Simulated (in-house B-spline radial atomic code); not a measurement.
Response and correlation along the 4-electron series, closed shell [He] 2s2; the second-order energy is extrapolated in partial waves. Computed with a B-spline radial code for spherical atoms: relativistic RPA and second-order many-body perturbation theory on Dirac-Hartree-Fock.

```
  ion   Z  dipole polarisability (bohr³)  quadrupole polarisability (bohr⁵)  ratio of RPA to uncoupled dipole  second order correlation energy (Eh)  C6 of two such ions (Eh bohr⁶)
Sm58+  62                     0.00051689                         4.5707e-07                            1.4442                              -0.28913                      2.4342e-06
Eu59+  63                              ?                                  ?                                 ?                                     ?                               ?
Gd60+  64                     0.00044939                         3.6573e-07                            1.4541                              -0.29003                      1.9241e-06
Tb61+  65                      0.0004194                         3.2777e-07                             1.459                              -0.29046                      1.7136e-06
Dy62+  66                              ?                                  ?                                 ?                                     ?                               ?
Ho63+  67                     0.00036629                         2.6418e-07                            1.4692                              -0.29134                      1.3637e-06
Er64+  68                     0.00034264                         2.3757e-07                            1.4743                              -0.29178                      1.2184e-06
Tm65+  69                              ?                                  ?                                 ?                                     ?                               ?
Yb66+  70                     0.00030038                          1.927e-07                            1.4844                              -0.29268                      9.7555e-07
Lu67+  71                     0.00028151                         1.7381e-07                            1.4895                              -0.29317                      8.7415e-07
Hf68+  72                     0.00026392                          1.569e-07                            1.4943                              -0.29363                      7.8394e-07
Ta69+  73                     0.00024757                         1.4176e-07                            1.4992                              -0.29411                      7.0366e-07
 W70+  74                     0.00023235                         1.2819e-07                            1.5041                              -0.29461                      6.3211e-07
```

Question: Fill in the row of Eu59+.

Answer: dipole polarisability (bohr³): 0.00048176; quadrupole polarisability (bohr⁵): 4.0859e-07; ratio of RPA to uncoupled dipole: 1.4491; second order correlation energy (Eh): -0.28959; C6 of two such ions (Eh bohr⁶): 2.1629e-06.

Question: Fill in the row of Dy62+.

Answer: dipole polarisability (bohr³): 0.00039188; quadrupole polarisability (bohr⁵): 2.941e-07; ratio of RPA to uncoupled dipole: 1.4642; second order correlation energy (Eh): -0.29091; C6 of two such ions (Eh bohr⁶): 1.5279e-06.

Question: Fill in the row of Tm65+.

Answer: dipole polarisability (bohr³): 0.00032067; quadrupole polarisability (bohr⁵): 2.1386e-07; ratio of RPA to uncoupled dipole: 1.4792; second order correlation energy (Eh): -0.29222; C6 of two such ions (Eh bohr⁶): 1.0897e-06.

Question: How fast does the dipole polarisability fall along the series?

Answer: From 0.0005169 to 0.0002324 bohr³; a fit of its logarithm against log Z from Z = 62 to 74 has slope -4.52.
